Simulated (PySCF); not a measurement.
**Working with the constants of LiBr⁻**

UHF-MP2 constants of LiBr⁻, ²Σ⁺ (doublet), unpaired electrons σ ↑ (Li aug-cc-pVDZ-DK, Br aug-cc-pVDZ-DK; spin-free X2C with a Gaussian nucleus (PySCF 2.14); masses 7.0160 and 78.9183 u):

| Item | Value |
| --- | --- |
| ωe | 393.1 cm⁻¹ |
| ωexe | 2.45 cm⁻¹ |
| Be | 0.48113 cm⁻¹ |
| αe | 0.00717 cm⁻¹ |
| D (centrifugal) | 2.88e-06 cm⁻¹ |
| De to Li + Br⁻ | 1.54 eV |

**Question.** Give the vibrational terms G(v) and spacings up to v = 6.

**Answer.** G(v) = ωe(v+½) − ωexe(v+½)².

```
v  G(v) (cm⁻¹)  G(v) − G(v−1)  Bv (cm⁻¹)
0          196                    0.4775
1          584            388     0.4704
2          967            383     0.4632
3         1346            378     0.4560
4         1719            374     0.4489
5         2088            369     0.4417
6         2452            364     0.4345
```

**Question.** How well does the Morse estimate ωe²/(4ωexe) reproduce De, and what is D0?

**Answer.** It gives 1.95 eV, 127 % of the computed De. D0 = De − G(0) = 1.54 − 0.02 = 1.52 eV.

Correlated steps freeze 9 core orbitals. Correlated levels converge slowly with the basis: in double zeta they bind strong bonds too weakly, by up to about 1 eV, and carry superposition errors of some tenths. Spin–orbit coupling is left out. For an ion De counts to the pair picked by the measured ionisation energies or electron affinities, which need not be the lowest pair at this level. The state was picked by a PBE0 search and need not be the measured ground state.
